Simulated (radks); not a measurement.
Values are calculated unless marked as measured or tabulated.
In XXXI, configuration [Ar] 3d1. Code: a radial shooting solver on a logarithmic mesh with Libxc functionals. Model: non-relativistic Kohn-Sham, LB94 model potential, spin-polarised, spherical densities, point nucleus; open shells are filled with parallel spins first (spin-orbit coupling, left out, can overturn this in heavy ions); relativity is left out, which matters for an element this heavy. Some entries of the table are withheld. Estimate them.

| orbital | occ. | eigenvalue (eV) | <r^2> (bohr^2) |
|---|---|---|---|
| 1s down | 1 | -28394.68 | 0.001286 |
| 1s up | 1 | -28394.57 | 0.001286 |
| 2s down | 1 | -5407.231 | 0.02065 |
| 2s up | 1 | -5407.151 | 0.02067 |
| 2p down | 3 | -5161.055 | 0.01555 |
| 2p up | 3 | -5160.737 | 0.01556 |
| 3s up | 1 | -1967.514 | 0.1246 |
| 3s down | 1 | -1963.155 | 0.1248 |
| 3p up | 3 | (1) | 0.1160 |
| 3p down | 3 | (2) | 0.1162 |
| 3d up | 1 | -1724.470 | 0.08988 |
| 3d down | 0 | -1720.301 | 0.08992 |

Answer. 
(1) 3p up eigenvalue (eV): -1874.279
(2) 3p down eigenvalue (eV): -1869.743
